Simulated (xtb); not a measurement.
F₃OTa, charge +1, doublet, at a GFN2-xTB geometry (such geometries of metal compounds can be far from the true shape) (the multiplicity is a formal guess).

xtb was given this input:
```
$ xtb mol.xyz --gfn 1 --chrg 1 --uhf 1 --etemp 3000 --json

# file mol.xyz
5

Ta     0.01101650     0.00590540    -0.01270851
O      1.12139696     0.60112519    -1.29363116
F      0.94463964    -0.94155082     1.20303971
F     -1.25157655    -1.04748555    -0.74999780
F     -0.77921640     1.40680355     0.79993258
```

### Question
What does this run give for the total energy (a free energy at this electronic temperature), partial charges in atom order?

### Answer

| Property | Result |
|---|---|
| total energy (a free energy at this electronic temperature) | -21.691881 Ha |
| partial charges in atom order | Ta1 2.70, O2 -0.52, F3 -0.39, F4 -0.39, F5 -0.39 |
